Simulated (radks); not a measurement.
Species: In+. Configuration: [Kr] 4d10 5s1 5p1 (not the ground configuration).

Method: scalar-relativistic Kohn-Sham, PBE, spin-polarised, spherical densities, finite nucleus; open shells are filled with parallel spins first (spin-orbit coupling, left out, can overturn this in heavy ions); Fermi nuclear charge, rms radius 4.6156 fm; computed with a radial shooting solver on a logarithmic mesh with Libxc functionals.

Energy parts (hartree):
total: -5881.08415
kinetic: 6129.58812
electron-nucleus: -14204.35496
Hartree: 2352.97608
exchange-correlation: -159.29339

Orbitals (lengths in bohr, moments of r in powers of bohr; r(max) is where P^2 peaks):
orbital  occ.  eigenvalue (hartree)   r(max)     <r^2>
1s up       1             -1020.227  0.01922  0.001195
1s down     1             -1020.225  0.01922  0.001195
2s up       1             -153.0380   0.1086   0.01947
2s down     1             -153.0376   0.1086   0.01947
2p up       3             -137.3974  0.08692   0.01536
2p down     3             -137.3966  0.08692   0.01536
3s up       1             -29.30737   0.3155    0.1390
3s down     1             -29.30588   0.3155    0.1390
3p up       3             -24.18472   0.3088    0.1399
3p down     3             -24.18314   0.3088    0.1399
3d up       5             -16.23094   0.2583    0.1250
3d down     5             -16.22964   0.2582    0.1250
4s up       1              -4.72827   0.7698    0.8148
4s down     1              -4.72520   0.7699    0.8137
4p up       3              -3.20296   0.8161    0.9736
4p down     3              -3.19874   0.8162    0.9697
4d up       5              -1.01746   0.9318     1.670
4d down     5              -1.00386   0.9300     1.622
5s up       1              -0.60899    2.104     6.766
5s down     0              -0.54826    2.083     6.670
5p up       1              -0.36110    2.583     10.76
5p down     0              -0.29658    2.577     10.77

The highest occupied level is 5p up at -9.826 eV. The configuration is held as typed, so some empty levels lie below it. The electron density at the nucleus is 1.795e+05 e/bohr^3 (large components only). The spin density at the nucleus is 34.46 e/bohr^3 (1s 0.08, 2s 0.11, 3s -0.01, 4s -0.06, 5s 34.33). Spin moment in Bohr magnetons: 2. The density falls to 0.001 e/bohr^3 at r = 4.22 bohr. Summed over all electrons, <r^2> = 43.95 bohr^2, which gives a Langevin (diamagnetic) susceptibility term of -34.8 x 10^-6 cm^3/mol.
